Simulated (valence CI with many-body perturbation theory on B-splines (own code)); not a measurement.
# Which ion has this spectrum?

A relativistic CI+MBPT calculation for an atom or ion with 21 electrons gives these levels (eV):

```
   J  Parity       E     g
 3/2    even   0.000  0.69
 5/2    even  35.656  1.05
 3/2    even  41.474  1.19
 7/2    even  44.070  1.05
 9/2    even  44.650  1.05
 1/2    even  45.918  1.84
 5/2    even  64.540  1.29
 7/2    even  79.256  1.10
 9/2    even  82.883  1.13
 3/2    even  87.342  1.12
 1/2    even  89.808  1.48
11/2    even  91.396  1.08
 5/2    even  92.229  1.24
 5/2    even  98.251  1.11
```

The energies are calculated, and their last digits are not significant.

Q: Which is it?
A. Tm48+
B. Gd43+
C. Dy45+
D. Ho46+

A: C. Dy45+, ground level (3d3/2^3) J=3/2.
